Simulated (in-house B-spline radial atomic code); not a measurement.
Zn³⁺ is squeezed into an impenetrable sphere of radius R (the orbitals vanish at R). No spin polarisation. Level of theory: non-relativistic LDA VWN5, spherical fractional occupations, point nucleus; calculated with a B-spline radial code for spherical atoms.

Energies in eV above the free ion in [Ar] 3d9:

```json
{"R (bohr)": "8.49", "highest level (eV)": "-51.4", "[Ar] 3d9": "0", "[Ne] 3s2 3p5 3d10": "72.54", "-dE/dV in [Ar] 3d9 (GPa)": "3.95e-08"}
{"R (bohr)": "6.56", "highest level (eV)": "-51.4", "[Ar] 3d9": "0", "[Ne] 3s2 3p5 3d10": "72.54", "-dE/dV in [Ar] 3d9 (GPa)": "5.66e-05"}
{"R (bohr)": "4.68", "highest level (eV)": "-51.4", "[Ar] 3d9": "0.004834", "[Ne] 3s2 3p5 3d10": "72.55", "-dE/dV in [Ar] 3d9 (GPa)": "0.0629"}
{"R (bohr)": "4.46", "highest level (eV)": "-51.4", "[Ar] 3d9": "0.009985", "[Ne] 3s2 3p5 3d10": "72.55", "-dE/dV in [Ar] 3d9 (GPa)": "0.142"}
{"R (bohr)": "3.44", "highest level (eV)": "-51.1", "[Ar] 3d9": "0.2663", "[Ne] 3s2 3p5 3d10": "72.82", "-dE/dV in [Ar] 3d9 (GPa)": "6.11"}
{"R (bohr)": "2.89", "highest level (eV)": "-50.1", "[Ar] 3d9": "1.489", "[Ne] 3s2 3p5 3d10": "74.1", "-dE/dV in [Ar] 3d9 (GPa)": "47.8"}
{"R (bohr)": "2.48", "highest level (eV)": "-47.8", "[Ar] 3d9": "5.379", "[Ne] 3s2 3p5 3d10": "78.23", "-dE/dV in [Ar] 3d9 (GPa)": "238"}
{"R (bohr)": "2.36", "highest level (eV)": "-46.5", "[Ar] 3d9": "7.879", "[Ne] 3s2 3p5 3d10": "80.88", "-dE/dV in [Ar] 3d9 (GPa)": "389"}
{"R (bohr)": "1.86", "highest level (eV)": "-34.8", "[Ar] 3d9": "41.64", "[Ne] 3s2 3p5 3d10": "116.4", "-dE/dV in [Ar] 3d9 (GPa)": "3630"}
{"R (bohr)": "1.28", "highest level (eV)": "26.6", "[Ar] 3d9": "377.6", "[Ne] 3s2 3p5 3d10": "458.8", "-dE/dV in [Ar] 3d9 (GPa)": "81900"}
```

Question: Does [Ne] 3s2 3p5 3d10 fall below [Ar] 3d9 under compression?

Answer: No, it stays above over the whole range.

The highest level is first positive in the row R = 1.28 bohr, pushed up by confinement above the zero of the free ion's potential. Each configuration is held fixed and needn't be the lowest in the sphere.
